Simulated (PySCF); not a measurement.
# Computed beside measured shifts: Diphenyl(1-phenylethyl)phosphine oxide (C20H19OP)

System: Diphenyl(1-phenylethyl)phosphine oxide (C20H19OP), SMILES C[C@H](c1ccccc1)P(=O)(c1ccccc1)c1ccccc1.

Atom-mapped SMILES (hydrogens are numbered by the atom that bears them): [CH3:1][C@H:2]([c:3]1[cH:4][cH:5][cH:6][cH:7][cH:8]1)[P:9](=[O:10])([c:11]1[cH:12][cH:13][cH:14][cH:15][cH:16]1)[c:17]1[cH:18][cH:19][cH:20][cH:21][cH:22]1

Computed with GIAO PBE0/pcSseg-2, gas phase, PySCF SCF with an in-house response code, fitting set def2-universal-JFIT up to Ne and JKFIT beyond, grid level 2, non-relativistic, on the PBE0-D3(BJ)/def2-SVP geometry.

One optimised conformer. Values are averaged over the atoms that symmetry or fast rotation interchanges, on this one geometry and without vibrational averaging. Shifts are the reference shielding less the shielding here, at the same level (13C, 1H against isolated TMS; 17O against isolated H2O; 31P against isolated H3PO4); nuclei without a reference have shieldings only.

(1) What shifts does this level give for P9, and how do they compare with measurement?

Results:

(1) 
| atom | nucleus | computed / ppm | measured / ppm | computed less measured | measured against | medium of the measurement |
| --- | --- | --- | --- | --- | --- | --- |
| P9 | 31P | 11.0 | 34.21 | -23.2 | 85 % H3PO4 | CDCl3 |

Computed 19F and 31P shifts carry an offset from the reference molecule (CFCl3 is hard for DFT, lone H3PO4 or PH3 isn't the 85 % acid), so differences between compounds are more accurate than the values.

Measured values: supporting information or article, doi 10.1039/c9gc01254k.
